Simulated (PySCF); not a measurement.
Static response to an electric field

2,3-dihydrobenzofuran, C8H8O.
SMILES with atom numbers: `[cH:1]1[cH:2][cH:3][c:4]2[c:5]([cH:6]1)[CH2:7][CH2:8][O:9]2` (hydrogens: H10 on C1; H11 on C2; H12 on C3; H13 on C6; H14, H15 on C7; H16, H17 on C8)

Structure used (GFN2-xTB), in Å, numbered top down from 1:
```
atom  x, y, z in Å
C1     2.1447   -0.8203   -0.2091
C2     2.3363    0.4749    0.2411
C3     1.2617    1.3156    0.4958
C4    -0.0092    0.8167    0.2812
C5    -0.2102   -0.4859   -0.1737
C6     0.8625   -1.3122   -0.4211
C7    -1.6882   -0.7157   -0.3050
C8    -2.2600    0.6454    0.1423
O9    -1.1656    1.5002    0.4775
H10    2.9972   -1.4554   -0.3969
H11    3.3397    0.8417    0.3980
H12    1.4033    2.3242    0.8484
H13    0.7093   -2.3217   -0.7724
H14   -2.0278   -1.5289    0.3383
H15   -1.9693   -0.9572   -1.3315
H16   -2.8969    0.5563    1.0279
H17   -2.8345    1.1342   -0.6508
```

Level: PBE0/def2-SVPD (PySCF), static field, nuclei fixed, core orbitals frozen in the response. The polarisability tensor in these axes (au):

```
x   119.02  -1.78   1.46
y    -1.78  92.47  11.70
z     1.46  11.70  62.32
```

Question: What are the eigenvalues, a third of the trace, and Δα (Δα² = ½Σ(αi − αj)² over the three pairs)?

Answer: Principal values 58.25, 96.41 and 119.14 au; mean 91.27 au = 13.52 Å³ = 15.05 × 10⁻⁴⁰ C²·m²/J; Δα = 53.30 au (58 % of the mean).

Question: What is the dipole moment, and where does it point?

Answer: (-1.04, -1.19, -0.45) D, 1.64 D in size, pointing from the negative to the positive side. Measured along this direction, the outermost atoms are H11 and H12 at the negative end and H15 and H14 at the positive end.

Question: Traceless (Buckingham) quadrupole moment about the centre of nuclear charge: eigenvalues?

Answer: -6.02, -2.61, 8.63 D·Å. The values depend on the origin, since the dipole doesn't vanish. The electronic extent ⟨r²⟩ about the same centre is 1053 bohr², a root-mean-square distance of 2.15 Å for the 64 electrons.

Question: Give the principal axes and the span of the nuclei along them.

Answer: Largest value along (1.00, -0.06, 0.01), where the nuclei span 6.20 Å; middle along (0.05, 0.94, 0.33), 4.95 Å; least along (-0.03, -0.32, 0.95), 1.78 Å. The response follows the extents in order.

Question: What depolarisation ratio follows for Rayleigh scattering of linearly polarised light, taking the static tensor?

Answer: ρ = 3Δα²/(45ᾱ² + 4Δα²) = 8521.5/(374841 + 11362.0) = 0.0221.

Question: What molar refraction does this α imply?

Answer: Lorentz–Lorenz: R = (4π/3)N_A α = 2.5225 cm³/(mol·Å³) × 13.52 Å³ = 34.1 cm³/mol, in the limit of long wavelengths.

Question: What would n − 1 = 2πNα be for an ideal gas of these molecules at 500 K and 1 atm, electronic part alone?

Answer: N = p/kT = 1.4678 × 10¹⁹ cm⁻³, so n − 1 = 2π × N × 13.52 × 10⁻²⁴ cm³ = 1247 × 10⁻⁶ at long wavelengths.

Isolated species at its GFN2-xTB geometry, gas phase.
